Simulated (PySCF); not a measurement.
These 2 structures share the formula C4H8IN. Computed with PBE0-D3(BJ)/def2-SVP geometry optimisation, gas phase, def2 core potentials past Kr in PySCF 2.14.0. One conformer each; no zero-point energy, no entropy. No frequencies were run at this level. Point groups hold within 0.08 Å.

Task: Order them by energy at this level, lowest first, and give relative energies in kcal/mol.
A. `[CH3:1]/[C:2]([I:3])=[CH:4]/[CH2:5][NH2:6]` with C2–C4–C5–N6 -106°, C4–C5–N6–H 58° and -59°
B. `[CH3:1]/[C:2](=[CH:3]\[I:4])[CH2:5][NH2:6]` with C1–C2–C5–N6 58°, C2–C5–N6–H 71° and -171°

Result: B (0.0), A (0.2).

Neighbours under 2.5 kcal/mol apart (C/C(=C\I)CN and C/C(I)=C/CN) can change places with a better method, another conformer or zero-point energy.

```
     SMILES      E (Eh)  E rel (kcal/mol)  dipole (D)  point group       A, B, C (MHz)
C/C(=C\I)CN  -509.28241               0.0        2.53           C1  6751, 698.9, 659.6
C/C(I)=C/CN  -509.28213               0.2        2.34           C1   2790, 1149, 861.1
```

Task: As an exercise, what shares would exp(−E/RT) give at 1000 K from these electronic energies alone (no entropy, no degeneracies)?

Result: RT = 1.987 kcal/mol: C/C(=C\I)CN 52.2 %, C/C(I)=C/CN 47.8 %.
